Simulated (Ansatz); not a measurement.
Consider the hydrogenolysis of the Si–O bond: `CO[SiH2]S` + H₂ → `[SiH3]S` + CH₃OH.

Program: Ansatz. Geometries: PBE0-D4/def2-TZVP. ΔE: electronic, gas phase. CCSD(T)/CBS is the MP2 limit (def2-TZVPP, def2-QZVPP) plus CCSD(T) − MP2 in def2-TZVPP, frozen cores. This one scheme is used for every species. Functionals use def2-TZVPP. HSE06 is defined as in plane-wave codes. One conformer a species, not always the lowest.

| level | ΔE (kJ/mol) | difference from CCSD(T)/CBS |
| --- | --- | --- |
| LDA (SPW92) | 73.9 | -3.7 |
| PBE-D4 | 70.7 | -6.9 |
| revPBE-D4 | 74.2 | -3.4 |
| BLYP-D4 | 80.0 | 2.4 |
| r2SCAN-D4 | 80.1 | 2.5 |
| B97M-V | 77.5 | -0.1 |
| PBE0-D4 | 69.6 | -8.0 |
| r2SCAN0-D4 | 77.3 | -0.3 |
| BHLYP-D4 | 78.1 | 0.5 |
| CAM-B3LYP-D4 | 78.0 | 0.4 |
| ωB97X-V | 74.8 | -2.8 |
| ωB97M-V | 77.3 | -0.3 |
| B2PLYP | 75.2 | -2.4 |
| PBE-QIDH | 73.1 | -4.5 |
| PBE | 64.7 | -12.9 |
| BLYP | 67.6 | -10.0 |
| r2SCAN | 78.4 | 0.8 |
| PBE0 | 64.2 | -13.4 |
| r2SCANh | 77.1 | -0.5 |
| HSE06 | 64.2 | -13.4 |
| CAM-B3LYP | 72.5 | -5.1 |
| RPA@PBE/def2-TZVPP | 72.1 | -5.5 |
| MP2/def2-SVP | 68.7 | -8.9 |
| CCSD/def2-SVP | 57.7 | -19.9 |
| CCSD(T)/def2-SVP | 60.4 | -17.2 |
| HF/def2-TZVPP | 65.2 | -12.4 |
| SCS-MP2/def2-TZVPP | 78.9 | 1.3 |
| CCSD(T)/def2-TZVPP | 75.4 | -2.2 |
| HF/def2-QZVPP | 66.3 | -11.3 |
| MP2/def2-QZVPP | 85.1 | 7.5 |
| MP2/CBS(def2) | 85.6 | 8.0 |
| CCSD/CBS(def2) | 74.3 | -3.3 |
| CCSD/cc-pV(D+d)Z | 54.8 | -22.8 |
| CCSD(T)/cc-pV(D+d)Z | 57.9 | -19.7 |
| HF/cc-pV(T+d)Z | 66.9 | -10.7 |
| CCSD/cc-pV(T+d)Z | 74.6 | -3.0 |
| HF/cc-pV(Q+d)Z | 67.3 | -10.3 |
| MP2/cc-pV(Q+d)Z | 86.8 | 9.2 |
| HF/CBS(cc) | 67.5 | -10.1 |
| MP2/CBS(cc) | 87.0 | 9.4 |
| CCSD(T)/CBS | 77.6 | 0 |

Largest T1 diagnostic among the species: 0.011.

The D4 term adds +9.6 kJ/mol with B3LYP and +5.3 kJ/mol with PBE0; it sums over pairs of atoms, weighted by their polarisabilities, and B3LYP, whose exchange is more repulsive, gets the larger term. At CCSD(T), def2-SVP lies −17.2 kJ/mol from the extrapolated value and def2-TZVPP −2.2 kJ/mol.

B3LYP here is the variant with VWN-RPA as its local correlation; programs differ in this.
